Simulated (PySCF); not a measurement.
## Correlation energy of Hg⁺ (mercury, charge +1)

[Xe] 4f14 5d9 6s1 6p1, one real determinant (an excited configuration). Computed with PySCF 2.14 in def2-TZVPPD with the def2 core potential (60 electrons), with scalar relativity through the core potential. Frozen: nothing; 19 electrons correlated.

| level | correlation energy (mhartree) |
| --- | --- |
| CCSD | -512.38 |
| (T) | -13.36 |
| CCSD(T) | -525.74 |

Diagnostics: T1 = 0.0077, D1 = 0.0332, largest double amplitude 0.036.

**Question.** Is a single reference adequate?

**Answer.** Yes, within this model without spin-orbit coupling: T1 lies below 0.03 and no double amplitude reaches 0.07.

The reference is one real determinant that mixes LS terms of this configuration.

The basis has no tight functions for the innermost shells, so their pair energies are far from complete.

This basis was not built for core-valence correlation, so the inner-shell part is incomplete.
